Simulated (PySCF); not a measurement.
This PySCF input asks for the NMR shieldings of `C/C=C\B(Cl)Cl`, C3H5BCl2; the geometry comes from GFN2-xTB.

```python
import basis_set_exchange as bse
import numpy as np
from pyscf import gto, dft
from pyscf.prop import nmr

atoms = """
C    -1.495494   -0.455584   -0.097681
C    -0.619546    0.739880   -0.039664
C     0.718862    0.784150    0.043227
B     1.765823   -0.349496    0.102371
Cl    3.439267    0.098451    0.121336
Cl    1.428843   -2.039408    0.164525
H    -2.116023   -0.486534    0.798620
H    -2.169760   -0.370393   -0.949310
H    -0.933342   -1.378738   -0.170907
H    -1.161457    1.679674   -0.067694
H     1.148252    1.780671    0.069214
"""
names = dict.fromkeys(["C", "B", "Cl", "H"], "pcSseg-1")
basis = {el: gto.basis.parse(bse.get_basis(n, elements=[el], fmt="nwchem")) for el, n in names.items()}
mol = gto.M(atom=atoms, basis=basis, charge=0, verbose=0)
mf = dft.RKS(mol, xc="PBE0")
mf.grids.level = 2
mf.grids.alignment = dft.numint.BLKSIZE   # the property module wants whole blocks of grid points
mf.conv_tol = 1e-9
mf.kernel()

calc = nmr.RKS(mf)   # GIAO
C = mf.mo_coeff
Co = C[:, mf.mo_occ > 0]
resp = mf.gen_response(singlet=True, hermi=2)
def vind(x):   # induced exchange potential for any number of trial vectors
    d = np.einsum("pi,xij,qj->xpq", C, 2 * x.reshape(-1, C.shape[1], Co.shape[1]), Co, optimize=True)
    return np.einsum("xpq,pi,qj->xij", resp(d - d.transpose(0, 2, 1)), C, Co, optimize=True).ravel()
mo1, _ = nmr.rhf.solve_mo1(calc, with_cphf=vind)
sigma = calc.kernel(mo1)
for i, s in enumerate(sigma):   # ppm
    print("%2d %-2s %9.2f" % (i, mol.atom_pure_symbol(i), np.trace(s) / 3))
```

Question: Give the expected output.

Answer: 
```
 0 C     165.51
 1 C      15.73
 2 C      51.66
 3 B      48.78
 4 Cl    665.82
 5 Cl    701.43
 6 H      29.85
 7 H      29.90
 8 H      27.73
 9 H      24.41
10 H      25.34
```

These numbers come from an equivalent density-fitted implementation of the same equations, which agrees with the script to about 0.01 ppm for H and up to a few tenths of a ppm for heavy atoms, so last digits may differ.

Size and cost of the density-fitted run: 141 basis functions, 19 s wall time on 1 thread of an Arm Neoverse V1, shared host; peak memory 0.69 GiB.
